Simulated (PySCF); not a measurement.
This PySCF input asks for the NMR shieldings of `FB[SiH2]CF`, CH5BF2Si; the geometry comes from GFN2-xTB.

```python
import basis_set_exchange as bse
import numpy as np
from pyscf import gto, dft
from pyscf.prop import nmr

atoms = """
F     2.618054   -0.732745   -1.001755
B     1.673980   -0.674392   -0.089361
Si    0.265356    0.709897   -0.232415
C    -1.425676   -0.036101    0.320083
F    -1.633213   -1.243239   -0.327189
H     1.779880   -1.484116    0.761622
H     0.038480    1.259791   -1.577196
H     0.433131    1.868086    0.663647
H    -1.460598   -0.257388    1.389748
H    -2.280511    0.594861    0.070289
"""
names = dict.fromkeys(["F", "B", "Si", "C", "H"], "pcSseg-1")
basis = {el: gto.basis.parse(bse.get_basis(n, elements=[el], fmt="nwchem")) for el, n in names.items()}
mol = gto.M(atom=atoms, basis=basis, charge=0, verbose=0)
mf = dft.RKS(mol, xc="PBE0")
mf.grids.level = 2
mf.grids.alignment = dft.numint.BLKSIZE   # the property module wants whole blocks of grid points
mf.conv_tol = 1e-9
mf.kernel()

calc = nmr.RKS(mf)   # GIAO
C = mf.mo_coeff
Co = C[:, mf.mo_occ > 0]
resp = mf.gen_response(singlet=True, hermi=2)
def vind(x):   # induced exchange potential for any number of trial vectors
    d = np.einsum("pi,xij,qj->xpq", C, 2 * x.reshape(-1, C.shape[1], Co.shape[1]), Co, optimize=True)
    return np.einsum("xpq,pi,qj->xij", resp(d - d.transpose(0, 2, 1)), C, Co, optimize=True).ravel()
mo1, _ = nmr.rhf.solve_mo1(calc, with_cphf=vind)
sigma = calc.kernel(mo1)
for i, s in enumerate(sigma):   # ppm
    print("%2d %-2s %9.2f" % (i, mol.atom_pure_symbol(i), np.trace(s) / 3))
```

Problem. What does it print?

Solution. 
```
 0 F      89.70
 1 B      26.21
 2 Si    437.21
 3 C     107.88
 4 F     467.75
 5 H      25.07
 6 H      27.89
 7 H      28.00
 8 H      26.35
 9 H      26.47
```

These numbers come from an equivalent density-fitted implementation of the same equations, which agrees with the script to about 0.01 ppm for H and up to a few tenths of a ppm for heavy atoms, so last digits may differ.

Size and cost of the density-fitted run: 117 basis functions, 9.2 s wall time on 1 thread of an Arm Neoverse V1, shared host; peak memory 0.51 GiB.
